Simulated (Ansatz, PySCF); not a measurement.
The pair A = N2 (SMILES N#N) (first 2 atoms), B = CH2F2 (SMILES FCF); geometry from B3LYP-D3(BJ)/def2-TZVP.
(charge 0, multiplicity 1):
```xyz
7

N      0.358     0.062    -0.265
N     -0.493    -0.030     0.410
F      0.455    -1.324     3.226
C     -0.286    -0.290     3.715
F      0.348     0.876     3.410
H     -0.342    -0.384     4.801
H     -1.260    -0.297     3.226
```

Frozen-core correlation. MP2 and its Hartree–Fock in aug-cc-pVQZ are density fitted. Rows in 6-31G* carry no dispersion term and start afresh at each structure (6-31G* with six Cartesian d functions).

Codes used: Ansatz (Gaussian basis) for Hartree–Fock, density functionals and correlated methods; PySCF for 6-31G* rows. Values without a source in brackets are computed.

Total energies (hartree), monomers frozen at their geometry in the pair:

| structure | B3LYP/6-31G* | B3LYP/def2-TZVPPD | MP2/aug-cc-pVQZ |
|---|---|---|---|
| AB | -348.4979707 | -348.6724022 | -348.1495453 |
| A in the pair's basis | -109.5239836 | -109.5738672 | -109.3926941 |
| B in the pair's basis | -238.9740193 | -239.0986327 | -238.7551366 |
| A | -109.5234698 | -109.5738003 | -109.3925361 |
| B | -238.9730985 | -239.0985829 | -238.7550271 |

Problem. Work out the interaction energy without and with the counterpoise correction, and the superposition error, for each level.

Solution. 
E(AB) − E(A) − E(B), times 627.509 kcal/mol, with the monomers in their own basis and then in the pair's basis:
- B3LYP/6-31G*: -0.88 uncorrected, 0.02 corrected; the monomers gain 0.90 kcal/mol from borrowed functions
- B3LYP/def2-TZVPPD: -0.01 uncorrected, 0.06 corrected; the monomers gain 0.07 kcal/mol from borrowed functions
- MP2/aug-cc-pVQZ: -1.24 uncorrected, -1.08 corrected; the monomers gain 0.17 kcal/mol from borrowed functions

Ansatz is a program for electronic structure.
